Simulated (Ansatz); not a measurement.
# Two-coordinate energy map

Si$_{2}$H$_{4}$SO (SMILES [SiH3]O[Si]S), closed shell, PBE0-D4/def2-TZVP minimum:

```
8
angstrom
Si -0.0618 1.3757 -0.3893
O 0.0428 -0.1715 0.1694
Si 0.2712 -1.0298 1.5582
S 0.1637 -3.0425 0.7837
H -1.3949 1.5643 -1.0103
H 0.1127 2.3394 0.7283
H 1.0010 1.5847 -1.4017
H -0.0427 -2.6775 -0.4941
```

Rows set the bond length S4–H8 (Å; 1.345 at the minimum), columns the angle H8–S4–Si3 (°; 95.5), set in this order; the parts move rigidly, in a bend the first-named atom's side turns in the plane, and in a torsion the whole end group turns. CCSD(T) energies count from the value at that structure, in kcal/mol. Ansatz 0.2.0; basis: def2-TZVPP; cores frozen in the correlated methods.

```csv
S4–H8 \ H8–S4–Si3,65.5,80.5,95.5,110.5,125.5
1.103,36.55,29.16,?,28.75,?
1.243,13.07,5.65,3.48,5.44,10.72
1.447,11.95,4.79,2.81,4.78,9.96
1.686,28.39,22.16,20.37,22.21,27.01
1.950,?,?,43.14,44.65,48.72
```

(1) Fill in the withheld cells. (An estimate is asked for; the value comes from the calculation.)

The T1 diagnostic stays at or below 0.018. The restricted Hartree–Fock reference is unstable towards an unrestricted one here.

## Answers

(1) The calculation gives: (1.103, 95.5): 26.86; (1.103, 125.5): 34.02; (1.950, 65.5): 48.96; (1.950, 80.5): 44.78 kcal/mol. These count from the CCSD(T) energy at the PBE0-D4 minimum.

The same grid for a cheaper method: MP2 − CCSD(T), both counted from the minimum, in kcal/mol:
```json
{"S4–H8 \\ H8–S4–Si3": "1.103", "65.5": "-1.20", "80.5": "-0.71", "95.5": "-0.45", "110.5": "-0.35", "125.5": "-0.36"}
{"S4–H8 \\ H8–S4–Si3": "1.243", "65.5": "-1.11", "80.5": "-0.55", "95.5": "-0.26", "110.5": "-0.15", "125.5": "-0.17"}
{"S4–H8 \\ H8–S4–Si3": "1.447", "65.5": "-0.77", "80.5": "0.01", "95.5": "0.37", "110.5": "0.48", "125.5": "0.46"}
{"S4–H8 \\ H8–S4–Si3": "1.686", "65.5": "-0.20", "80.5": "1.20", "95.5": "1.73", "110.5": "1.89", "125.5": "1.89"}
{"S4–H8 \\ H8–S4–Si3": "1.950", "65.5": "0.33", "80.5": "3.31", "95.5": "4.23", "110.5": "4.52", "125.5": "4.64"}
```

For scale, one of the runs: CCSD(T)/def2-TZVPP, 213 basis functions (an equivalent command: `ansatz run in.yaml --threads 4`). Time: 75 s of wall clock on 4 CPU threads; the host was shared. Peak host memory: 2.7 GiB.
